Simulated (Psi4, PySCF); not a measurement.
Here is a job for PySCF.
```python
from pyscf import gto, scf, dft

mol = gto.M(
    atom='''
C    -0.452709    0.357572   -0.088213
N     0.581144   -0.259910    0.075036
H    -1.351757   -0.326060    0.004025
''',
    basis='6-31g*',
    charge=0,
    spin=2,
    verbose=3,
)

mf = dft.UKS(mol)
mf.xc = 'wb97m_v'
mf.grids.atom_grid = (99, 590)
mf.grids.prune = None
mf.kernel()
```

Question: Give the equivalent Psi4 input.

Answer: This is not unique; one that fits is 
```
memory 2 GB

molecule {
0 3
C    -0.45270886    0.35757152   -0.08821317
N     0.58114433   -0.25990983    0.07503626
H    -1.35175721   -0.32606026    0.00402514
}

set {
  basis 6-31g*
  reference uks
  scf_type pk
  puream true
  d_convergence 1e-8
  dft_radial_points 99
  dft_spherical_points 590
}

energy('wb97m-v')
print_variables()
```

Both were run: PySCF gave -93.203105 Eh and Psi4 -93.203105 Eh, 0.000 mEh apart.
